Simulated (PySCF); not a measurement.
# How methods differ on the ionisation energy of Pt³²⁺

Pt³²⁺ [Kr] 4d10 → Pt³³⁺ [Kr] 4d9 [4d3/2^4 4d5/2^5, M_J = 5/2], as a difference of total energies. Computed with PySCF 2.14 in an uncontracted even-tempered set (17 s from 3.1 bohr⁻², ratio 2.8; 14 p from 4.1 bohr⁻², ratio 2.8; 10 d from 4.1 bohr⁻², ratio 2.8; 3 f from 20 bohr⁻², ratio 3), with the two-component X2C-1e Hamiltonian. Correlated levels: [Ar] 3d10 frozen; the 102 highest virtual spinors dropped. "Screened" scales the spin-orbit matrix elements by Boettger's factors to mimic the two-electron term; Breit and QED terms are absent.

```tsv
method	ionisation energy (eV)
GHF (screened spin-orbit)	1400.8
GMP2 (screened spin-orbit)	1401.2
```

Breit and QED terms and the two-electron picture change are absent.

For comparison: 1402 ± 4 eV (theoretical estimate listed by NIST; NIST Atomic Spectra Database, ionization energies).
